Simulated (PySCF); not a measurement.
The complex [Ti(H2O)6]2+ (charge +2) contains Ti(II), shell d2. The structure is a model geometry with rigid ligands and bond lengths from ionic radii and axial bond length changed to 0.95 of its base value, not a minimum; coordination octahedral, point group D2h, metal–donor distances 2.11–2.22 Å.

```
19

Ti    0.000    0.000    0.000
O     0.000    0.000    2.109
H     0.775    0.000    2.684
H    -0.775    0.000    2.684
O     0.000    0.000   -2.109
H     0.775    0.000   -2.684
H    -0.775    0.000   -2.684
O     2.220    0.000    0.000
H     2.795    0.775    0.000
H     2.795   -0.775    0.000
O    -2.220    0.000    0.000
H    -2.795    0.775    0.000
H    -2.795   -0.775    0.000
O     0.000    2.220    0.000
H     0.000    2.795    0.775
H     0.000    2.795   -0.775
O     0.000   -2.220    0.000
H     0.000   -2.795    0.775
H     0.000   -2.795   -0.775
```

Method (PySCF 2.14, density fitting): CASSCF(2,5) with orbitals averaged over all microstates of the shell, strongly contracted NEVPT2 on the averaged canonical orbitals; basis x2c-TZVPall on the metal, x2c-SVPall elsewhere; spin-free X2C; gas phase; spin-orbit coupling by state interaction with the mean-field operator over all roots.

What is the ground state?

3B3g (from 3T1g) (S = 1, orbital degeneracy 1), with 1.9 electrons in the lower (t2g-type) set and 0.1 in the upper (eg-type) set, by NEVPT2.

Where do the spin-allowed transitions within the shell lie?

By NEVPT2, the lowest six: 3B1g (from 3T1g) at 724 cm⁻¹; 3B2g (from 3T1g) at 759 cm⁻¹; 3B2g (from 3T2g) at 11669 cm⁻¹ (857 nm); 3B3g (from 3T2g) at 12473 cm⁻¹ (802 nm); 3B1g (from 3T2g) at 13829 cm⁻¹ (723 nm); 3B1g (from 3T1g) at 19991 cm⁻¹ (500 nm). All are electric-dipole forbidden at this geometry.

Which is the lowest state of another spin?

1B3g (from 1T2g) at 9646 cm⁻¹ by NEVPT2; CASSCF alone puts it at 11456 cm⁻¹ above the same ground state.

Give the fitted ligand-field and repulsion parameters.

At CASSCF level (the NEVPT2 levels don't fit a ligand-field model well): orbital energies 0, 86, 810, 11714, 14513 cm⁻¹; 10Dq = 12815 cm⁻¹ (difference of the means of the two sets); B = 843 cm⁻¹; C = 3186 cm⁻¹; B over its free-ion value at the same level 0.949; rms of the fit 246 cm⁻¹; ζ = 119 cm⁻¹ (free ion 123).

What are the magnetic parameters?

The ground multiplet follows a spin Hamiltonian with S = 1, g = 1.666, 1.714, 1.967, D = 8.71 cm⁻¹, E/|D| = 0.09 (spin-orbit part alone); the lowest levels hold 99 % of the spin-free ground state. μeff is 2.91 μB at 300 K and 2.37 μB at 10 K; the spin-only value is 2.83 μB.

The geometry is a model, and the complex may not exist in this form. NEVPT2 lifts 3B3g (from 3T2g) from 10978 to 12473 cm⁻¹; on the d shell alone it tends to overshoot states that fill the eg-type orbitals.

The job took 13 s on one thread of Arm Neoverse V1 (shared host), with 192 basis functions, launched as `OMP_NUM_THREADS=1 python lf_run.py task.json out`.
